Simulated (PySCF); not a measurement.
## Excited states of Rb+ (rubidium, charge +1)

Ground state [Kr], ¹S. Computed with PySCF 2.14 in x2c-SVPall with two added diffuse shells each of s, d type (8s4p7d1f, 62 functions), with scalar relativity by spin-free X2C-1e. Vertical excitation energies in eV without spin-orbit coupling; excited terms of each kind are numbered among those the solver found. Frozen: [Ar].

```csv
term,leading excitation,EOM-EE-CCSD
1 3P°,4p → s,17.816
1 1P°,4p → s,18.172
1 3S,4p → p,20.386
1 3D,4p → p,20.644
1 1D,4p → p,20.699
1 1P,4p → p,20.804
1 3P,4p → p,20.811
1 1S,4p → p,21.066
2 1P°,4p → d,21.849
2 3P°,4p → d,23.723
1 3F°,4p → d,23.841
1 1D°,4p → d,24.023
1 1F°,4p → d,24.027
```

The spin-orbit splitting of the hole, absent here, rivals or exceeds the spacing of these terms, so the LS terms are model states.

Only the lower part of the computed list is shown. The solver can miss terms. Rydberg members are limited by the diffuse functions of the basis.
